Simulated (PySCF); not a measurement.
AlF$_{3}$, charge +1, doublet, at a GFN2-xTB geometry (such geometries of metal compounds can be far from the true shape) (a state made from the parent by changing its charge; the spin is typed, not shown lowest). Base run: M062X/STO-3G (PySCF).

Here is a job for PySCF.
```python
from pyscf import gto, scf, dft

mol = gto.M(
    atom='''
Al   -0.000000    0.000000    0.000000
F    -1.404328   -0.874087    0.041043
F     0.004903    1.528487   -0.633683
F     1.399425   -0.654399    0.592640
''',
    basis='sto-3g',
    charge=1,
    spin=1,
    verbose=4,
)

mf = dft.UKS(mol)
mf.xc = 'm062x'
mf.kernel()
```

Each row names what was changed in the base input (with any setting that the change needs).

```json
[
 {"change": "base", "ΔE vs base (mEh)": "0.000", "fitting functions": "-"},
 {"change": "auxbasis = even-tempered beta=1.6", "ΔE vs base (mEh)": "0.451", "fitting functions": "324"},
 {"change": "auxbasis = def2-universal-jfit", "ΔE vs base (mEh)": "555.3", "fitting functions": "198"},
 {"change": "auxbasis = cc-pvtz-ri", "ΔE vs base (mEh)": "0.191", "fitting functions": "365"},
 {"change": "auxbasis = cc-pvqz-jkfit", "ΔE vs base (mEh)": "-0.289", "fitting functions": "466"},
 {"change": "auxbasis = def2-svp-ri", "ΔE vs base (mEh)": "110.4", "fitting functions": "206"},
 {"change": "auxbasis = cc-pvtz-jkfit", "ΔE vs base (mEh)": "-0.277", "fitting functions": "358"},
 {"change": "auxbasis = even-tempered beta=3.0", "ΔE vs base (mEh)": "-7.754", "fitting functions": "150"},
 {"change": "exchange = seminumerical (SGX) (with mf = sgx.sgx_fit(mf, auxbasis='def2-universal-jfit'); with mf.with_df.dfj = True)", "ΔE vs base (mEh)": "-2.818", "fitting functions": "198"},
 {"change": "auxbasis = autoaux", "ΔE vs base (mEh)": "0.323", "fitting functions": "297"}
]
```

A fitting set is made for a task (jfit for Coulomb, jkfit for Coulomb and exchange, ri for correlation) and for a family of orbital bases.

Open shells are given as the SCF converged; they aren't shown to be the lowest states, and a large step between rows can be another state.
